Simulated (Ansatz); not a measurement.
Correlation energies of H9InOSi2, SMILES `[SiH3][O+]([SiH3])[InH3-]` by basis set

```
atom   x (Å)   y (Å)   z (Å)
 Si1   1.541  -0.071  -0.932
  O2   0.218   0.204   0.048
 Si3  -0.386   1.580   0.777
 In4  -1.323  -1.742   0.190
  H5   1.138   0.058  -2.351
  H6   2.571   0.946  -0.600
  H7   2.032  -1.435  -0.640
  H8  -1.455   2.155  -0.069
  H9   0.735   2.545   0.910
 H10  -0.907   1.191   2.105
 H11  -0.883  -2.258  -1.403
 H12  -2.678  -0.683   0.397
 H13  -0.603  -2.491   1.569
```

Total charge 0; spin multiplicity 1. Correlated methods include outer-core shells of In, which these sets cover unevenly. In takes the def2 core potential. The geometry is a stationary point of PBE0-D4/def2-TZVP. Frozen core, restricted reference, the Gaussian-basis code of Ansatz.

```csv
basis,HF (Eh),MP2 corr.
def2-SVP,-846.96711,-0.49817
def2-TZVPP,-847.28394,-0.80818
def2-QZVPP,-847.30873,-1.03560
```

(1) Estimate the CCSD correlation energy and the (T) correction in each basis where they were run (hartree).

Results:

(1) 
```tsv
basis	CCSD corr.	(T)
def2-SVP	-0.56709	-0.01268
def2-TZVPP	-0.86258	-0.02545
```
